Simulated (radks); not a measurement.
Question: Spherical quantum dot in the effective-mass picture: electrons in a hard-walled sphere of radius 8.67, with a point charge +2 (a donor) at the centre, all in effective atomic units (hartree* = m*/eps^2 hartree, bohr* = eps/m* bohr), one dielectric constant everywhere. Calculated with a radial shooting solver with Libxc functionals: non-relativistic Kohn-Sham, LDA (Slater exchange, Perdew-Wang correlation), spin-polarised, spherical densities. Levels are named by radial order and angular momentum (1s, 1p, 1d, 2s, ...), and open shells are averaged over m. Results are scaled to m* = 0.216 and eps = 16.6, for which hartree* = 21.33 meV and bohr* = 4.067 nm. At N = 2 the configuration is 1s2. Does electron 3 go into 2s up or 1p up?

Answer: Into 2s up. The total energies of the other choices lie higher by 0.775 meV (1p up).
